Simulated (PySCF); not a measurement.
Vertical excitation energies

C3H5N3O.
Structure used (GFN2-xTB), in Å, numbered top down from 1:
```
atom  x, y, z in Å
C1    -1.9220    0.0623    0.1197
O2    -0.8181   -0.7255    0.5188
C3     0.3831   -0.2649    0.1304
C4     0.8345    0.8234   -0.5904
N5     2.1791    0.7413   -0.6496
N6     2.5818   -0.2930   -0.0318
N7     1.5135   -0.9360    0.4600
H8    -1.9842    0.1270   -0.9701
H9    -1.8562    1.0704    0.5384
H10   -2.8029   -0.4424    0.5103
H11    0.2985    1.6253   -1.0512
H12    1.5940   -1.7888    0.9894
```

Computed with TDDFT wB97X-D/def2-SVPD, vertical, gas phase, core orbitals frozen in the response (PySCF).

Question: What does the calculation give for the low-lying excited states?

Answer: 

```tsv
state	E (eV)	E (hartree)	f	symmetry	main configurations (H = HOMO, L = LUMO)
S1	5.85	0.2149	0.0090	A″	H-1→L (97%)
S2	6.52	0.2394	0.190	A′	H→L (94%)
S3	6.84	0.2512	0.021	A″	H→L+1 (73%), H→L+2 (12%), H→L+4 (11%)
S4	7.52	0.2763	0.019	A′	H→L+5 (58%), H-2→L (37%)
S5	7.57	0.2780	0.013	A″	H→L+2 (74%), H→L+1 (11%)
S6	7.59	0.2788	0.0011	–	H-1→L+5 (85%)
S7	7.74	0.2843	0.0025	A″	H→L+3 (76%), H→L+4 (9%), H→L+2 (8%)
S8	7.88	0.2895	0.0013	–	H-3→L (91%)
```

Triplets, Tamm–Dancoff:

| state | E (eV) | λ (nm) | main configurations (H = HOMO, L = LUMO) |
| --- | --- | --- | --- |
| T1 | 4.62 | 268.3 | H→L (92%) |
| T2 | 4.83 | 256.7 | H-1→L (89%) |
| T3 | 5.99 | 207.1 | H→L+5 (82%), H→L+6 (9%) |

The lowest singlet lies at 5.85 eV (212 nm, ultraviolet) and is weak; its leading configuration is HOMO-1→LUMO (97%). The strongest level in the table is S2 at 6.52 eV (190 nm, f = 0.190). Löwdin shares by element: HOMO carbon 42% or more, nitrogen 22% or more, oxygen 19% (atoms not listed hold the other 17%); LUMO nitrogen 70%, carbon 14% or more (atoms not listed hold the other 15%). Weighted by f, the mean energy of these states is 6.67 eV. The listed states span 2.03 eV, and the widest gap between neighbours is 0.68 eV (S3 to S4). Orbital energies (eV): HOMO-3 -11.64, HOMO-2 -10.59, HOMO-1 -9.42, HOMO -8.85, LUMO 1.97, LUMO+1 2.07, LUMO+2 2.67. Symmetry labels in Cs follow from the direction of the transition dipole and are given only for states with f of 0.002 or more. Singlets were solved by full linear response, triplets in the Tamm–Dancoff approximation.

Time: 29 s (with the writing of density and orbital grids); peak memory 0.81 GiB. Hardware: one thread, Arm Neoverse V1 (aarch64), shared host.

One conformer stands for the species.
